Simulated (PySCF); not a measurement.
# Working out the ionisation energy of Br

Br [Ar] 3d10 4s2 4p5 (2P) → Br⁺ [Ar] 3d10 4s2 4p4 (3P). Computed with PySCF 2.14 in 6-31G* (5s4p3d, 32 functions), with the non-relativistic Hamiltonian (point nucleus). Frozen: [Ar] 3d10. Energies in hartree (1 hartree = 27.21139 eV):

| part | Br (lower) | Br⁺ (upper) |
| --- | --- | --- |
| UHF | -2572.083809 | -2571.688044 |
| CCSD correlation | -0.104719 | -0.087239 |
| (T) | -0.001255 | -0.000954 |

Question: What does Hartree-Fock give?

Answer: (-2571.688044) − (-2572.083809) = 0.395765 hartree = 10.769 eV.

Question: What do CCSD and CCSD(T) give?

Answer: The CCSD correlation energies differ by 0.017480 hartree = 0.476 eV and the triples by 0.000301 hartree = 0.008 eV, so CCSD gives 11.245 eV and CCSD(T) 11.253 eV.

Measured between the centres of the two terms (NIST): 11.844 eV, so CCSD(T) (valence) is off by -0.591 eV.

The calculation is non-relativistic.

What remains against the reference includes basis incompleteness, the frozen core and higher excitations.
